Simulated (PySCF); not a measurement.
# How methods differ on the ionisation energy of N²⁺

N²⁺ [He] 2s2 2p1 (2P) → N³⁺ [He] 2s2 (1S), as a difference of total energies. Computed with PySCF 2.14 in def2-TZVPPD (6s3p3d1f, 37 functions), with the non-relativistic Hamiltonian (point nucleus). Correlated levels: valence: 1s2 frozen; valence and next inner shell: nothing frozen. The calculations carry no spin-orbit coupling.

```json
{"method": "UHF", "ionisation energy (eV)": "47.297", "plus first-order spin-orbit estimate": "47.311", "difference from reference of that sum (eV)": "-0.134"}
{"method": "LDA", "ionisation energy (eV)": "47.860", "plus first-order spin-orbit estimate": "47.875", "difference from reference of that sum (eV)": "+0.430"}
{"method": "PBE", "ionisation energy (eV)": "48.023", "plus first-order spin-orbit estimate": "48.037", "difference from reference of that sum (eV)": "+0.592"}
{"method": "PBE0", "ionisation energy (eV)": "48.005", "plus first-order spin-orbit estimate": "48.020", "difference from reference of that sum (eV)": "+0.575"}
{"method": "r2SCAN", "ionisation energy (eV)": "48.219", "plus first-order spin-orbit estimate": "48.233", "difference from reference of that sum (eV)": "+0.788"}
{"method": "B3LYP", "ionisation energy (eV)": "48.296", "plus first-order spin-orbit estimate": "48.310", "difference from reference of that sum (eV)": "+0.865"}
{"method": "wB97M-V", "ionisation energy (eV)": "47.546", "plus first-order spin-orbit estimate": "47.560", "difference from reference of that sum (eV)": "+0.115"}
{"method": "PW91", "ionisation energy (eV)": "48.156", "plus first-order spin-orbit estimate": "48.171", "difference from reference of that sum (eV)": "+0.726"}
{"method": "PBEsol", "ionisation energy (eV)": "47.754", "plus first-order spin-orbit estimate": "47.768", "difference from reference of that sum (eV)": "+0.323"}
{"method": "MP2 (valence)", "ionisation energy (eV)": "47.466", "plus first-order spin-orbit estimate": "47.480", "difference from reference of that sum (eV)": "+0.035"}
{"method": "SCS-MP2 (valence)", "ionisation energy (eV)": "47.418", "plus first-order spin-orbit estimate": "47.433", "difference from reference of that sum (eV)": "-0.012"}
{"method": "MP2 (valence and next inner shell)", "ionisation energy (eV)": "47.483", "plus first-order spin-orbit estimate": "47.497", "difference from reference of that sum (eV)": "+0.052"}
{"method": "SCS-MP2 (valence and next inner shell)", "ionisation energy (eV)": "47.429", "plus first-order spin-orbit estimate": "47.443", "difference from reference of that sum (eV)": "-0.002"}
```

Reference: 47.445 eV (semi-empirical (NIST evaluation); NIST Atomic Spectra Database, ionization energies).

A first-order spin-orbit estimate (lowest level to lowest level, LS coupling) adds 0.015 eV.

Errors of the correlated levels include the incompleteness of this basis and the frozen core.
